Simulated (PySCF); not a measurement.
## Ag: excitation energy

Ag [Kr] 4d10 5s1 (2S) → Ag [Kr] 4d9 5s2 (2D), as a difference of total energies. All numbers are calculated (PySCF 2.14, a scalar-relativistic core potential, in aug-cc-pVTZ-PP with one added diffuse shell each of s, p, d, f, g type with ECP28MDF (7s7p6d4f3g, 113 functions)). Correlated levels: valence: 4s2 4p6 frozen. The calculations carry no spin-orbit coupling.

| method | excitation energy (eV) |
| --- | --- |
| UHF | 3.648 |
| LDA | 3.837 |
| PBE | 3.812 |
| PBE0 | 3.884 |
| r2SCAN | 3.801 |
| revPBE | 3.853 |
| wB97M-V | 3.779 |
| PBEsol | 3.862 |
| MP2 (valence) | 4.219 |
| SCS-MP2 (valence) | 4.025 |

Question: How much does correlation contribute at MP2 (valence)?

Answer: 4.219 − (3.648) = 0.571 eV, measured against UHF.

Errors of the correlated levels include the incompleteness of this basis and the frozen core.

For comparison: 3.971 eV (measured; NIST levels, between the centres of gravity of the two terms).
